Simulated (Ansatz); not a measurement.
Ansatz (a first-principles code) job for (E)-1-chloro-2-fluoroprop-1-ene (C3H4ClF), SMILES C/C(F)=C\Cl, PBE-D3(BJ)/def2-SVP. 

Ansatz 0.2 input:
```yaml
crystal:
  periodic: [false, false, false]
  atoms:
    - {symbol: C, position_ang: [-1.67773609, -0.21764676, 0.48996784]}
    - {symbol: C, position_ang: [-0.40571299, 0.54669088, 0.51744386]}
    - {symbol: F, position_ang: [-0.45997597, 1.66393726, 1.28096640]}
    - {symbol: C, position_ang: [0.74504428, 0.28989701, -0.08918509]}
    - {symbol: Cl, position_ang: [0.97431493, -1.08347350, -1.08938338]}
    - {symbol: H, position_ang: [-1.95276543, -0.50970102, 1.50292082]}
    - {symbol: H, position_ang: [-1.57022989, -1.10222019, -0.12859675]}
    - {symbol: H, position_ang: [-2.47558707, 0.41059034, 0.09516811]}
    - {symbol: H, position_ang: [1.60544134, 0.93129821, 0.01196807]}
basis:
  gaussian:
    orbitals: def2-SVP
hamiltonian:
  xc: pbe
  dispersion: d3bj
relax: {f_tol: 0.002, max_steps: 200}
```

Log of the run:

```
WARN ansatz: RAYON_NUM_THREADS=1 ignored (pool sized by the plan → 1); use --threads N
Functional definition: PBE
integrals: 0.04 GiB planned
1049 factors; their error is unknown
mean field: 0.23 GiB planned
mean field evaluation 1: about -18387.0054 eV, gradient 5.6e1 eV
mean field evaluation 2: about -18378.9651 eV, gradient 7.6e1 eV
mean field evaluation 4: about -18394.8066 eV, gradient 6.0e0 eV
mean field evaluation 8: about -18394.8636 eV, gradient 1.7e-1 eV
mean field evaluation 16: about -18394.8032 eV, gradient 1.1e-4 eV
mean field -18394.80321535 eV, -675.9965497186 hartree, gradient 4.6e-5 eV, S^2 0.000000; 0 other end points of the search recorded, 0 dependent functions left out
the calculation of the forces begins
reference -18394.80324275 eV, -675.9965507256 hartree; 24, 24 occupied and 70, 70 virtual orbitals, 1049 factors
relax step   1: F+E_penalty+E_count = -18394.98614876 eV  Δ(F+E_penalty+E_count) = +0.000e0 eV  max|allowed force component| = 9.513e-1 eV/Å  Δτ_max = 0.0000 Å  (28 SCF iters, accepted)
these checks for a lower state are left out or cut short: starts, cluster_reference, orbital_swaps, neighbouring_geometries, increment
integrals: 0.04 GiB planned
1049 factors; their error is unknown
mean field: 0.23 GiB planned
mean field -18394.85257466 eV, -675.9983636399 hartree, gradient 2.4e-5 eV, S^2 0.000000; 0 other end points of the search recorded, 0 dependent functions left out
the calculation of the forces begins
reference -18394.85260222 eV, -675.9983646525 hartree; 24, 24 occupied and 70, 70 virtual orbitals, 1049 factors
relax step   2: F+E_penalty+E_count = -18395.03414053 eV  Δ(F+E_penalty+E_count) = -4.799e-2 eV  max|allowed force component| = 2.293e-1 eV/Å  Δτ_max = 0.0302 Å  (32 SCF iters, accepted)
these checks for a lower state are left out or cut short: starts, cluster_reference, orbital_swaps, neighbouring_geometries, increment
integrals: 0.04 GiB planned
1049 factors; their error is unknown
mean field: 0.23 GiB planned
mean field evaluation 32: about -18394.8578 eV, gradient 2.5e-5 eV
mean field -18394.85780542 eV, -675.9985558669 hartree, gradient 2.5e-5 eV, S^2 0.000000; 0 other end points of the search recorded, 0 dependent functions left out
the calculation of the forces begins
reference -18394.85783300 eV, -675.9985568803 hartree; 24, 24 occupied and 70, 70 virtual orbitals, 1049 factors
relax step   3: F+E_penalty+E_count = -18395.03895028 eV  Δ(F+E_penalty+E_count) = -4.810e-3 eV  max|allowed force component| = 3.731e-2 eV/Å  Δτ_max = 0.0105 Å  (33 SCF iters, accepted)
these checks for a lower state are left out or cut short: starts, cluster_reference, orbital_swaps, neighbouring_geometries, increment
integrals: 0.04 GiB planned
1049 factors; their error is unknown
mean field: 0.23 GiB planned
mean field -18394.85789980 eV, -675.9985593351 hartree, gradient 1.4e-5 eV, S^2 0.000000; 0 other end points of the search recorded, 0 dependent functions left out
the calculation of the forces begins
reference -18394.85792737 eV, -675.9985603483 hartree; 24, 24 occupied and 70, 70 virtual orbitals, 1049 factors
relax step   4: F+E_penalty+E_count = -18395.03905199 eV  Δ(F+E_penalty+E_count) = -1.017e-4 eV  max|allowed force component| = 1.688e-2 eV/Å  Δτ_max = 0.0021 Å  (24 SCF iters, accepted)
these checks for a lower state are left out or cut short: starts, cluster_reference, orbital_swaps, neighbouring_geometries, increment
integrals: 0.04 GiB planned
1049 factors; their error is unknown
mean field: 0.23 GiB planned
mean field -18394.85789891 eV, -675.9985593026 hartree, gradient 1.3e-5 eV, S^2 0.000000; 0 other end points of the search recorded, 0 dependent functions left out
the calculation of the forces begins
reference -18394.85792648 eV, -675.9985603156 hartree; 24, 24 occupied and 70, 70 virtual orbitals, 1049 factors
relax step   5: F+E_penalty+E_count = -18395.03906697 eV  Δ(F+E_penalty+E_count) = -1.498e-5 eV  max|allowed force component| = 4.366e-3 eV/Å  Δτ_max = 0.0024 Å  (24 SCF iters, accepted)
these checks for a lower state are left out or cut short: starts, cluster_reference, orbital_swaps, neighbouring_geometries, increment
integrals: 0.04 GiB planned
1049 factors; their error is unknown
mean field: 0.23 GiB planned
mean field -18394.85789352 eV, -675.9985591042 hartree, gradient 2.1e-5 eV, S^2 0.000000; 0 other end points of the search recorded, 0 dependent functions left out
the calculation of the forces begins
reference -18394.85792108 eV, -675.9985601172 hartree; 24, 24 occupied and 70, 70 virtual orbitals, 1049 factors
relax step   6: F+E_penalty+E_count = -18395.03906851 eV  Δ(F+E_penalty+E_count) = -1.540e-6 eV  max|allowed force component| = 7.218e-4 eV/Å  Δτ_max = 0.0011 Å  (22 SCF iters, accepted)
integrals: 0.04 GiB planned
1049 factors; their error is unknown
mean field: 0.23 GiB planned
mean field evaluation 64: about -18394.8579 eV, gradient 1.3e-2 eV
mean field -18394.85789352 eV, -675.9985591042 hartree, gradient 2.0e-5 eV, S^2 0.000000; 1 other end points of the search recorded, 0 dependent functions left out
the calculation of the forces begins
reference -18394.85792108 eV, -675.9985601172 hartree; 24, 24 occupied and 70, 70 virtual orbitals, 1049 factors
Total energy: -18395.03909607 eV, -676.0052181754 hartree
Atom 0 at    -1.682113    -0.212852     0.494363 Å, force     0.000083     0.000004     0.000025 eV/Å
Atom 1 at    -0.408530     0.553898     0.521785 Å, force     0.000126     0.000703     0.000722 eV/Å
Atom 2 at    -0.460272     1.672864     1.282351 Å, force    -0.000334    -0.000391    -0.000481 eV/Å
Atom 3 at     0.759176     0.284066    -0.097275 Å, force    -0.000425    -0.000057    -0.000137 eV/Å
Atom 4 at     1.002414    -1.103332    -1.107858 Å, force    -0.000008    -0.000176    -0.000073 eV/Å
Atom 5 at    -1.969433    -0.520018     1.521730 Å, force     0.000363    -0.000146     0.000089 eV/Å
Atom 6 at    -1.581628    -1.112767    -0.138029 Å, force    -0.000046    -0.000294    -0.000211 eV/Å
Atom 7 at    -2.504654     0.419526     0.099475 Å, force     0.000341     0.000413    -0.000083 eV/Å
Atom 8 at     1.627835     0.947987     0.014727 Å, force    -0.000100    -0.000056     0.000150 eV/Å
Dipole moment:    -0.168889    -0.049732     0.030706 e Å
```

The calculation finished and met its thresholds.

Cost: about 20 core-seconds (a rough figure).
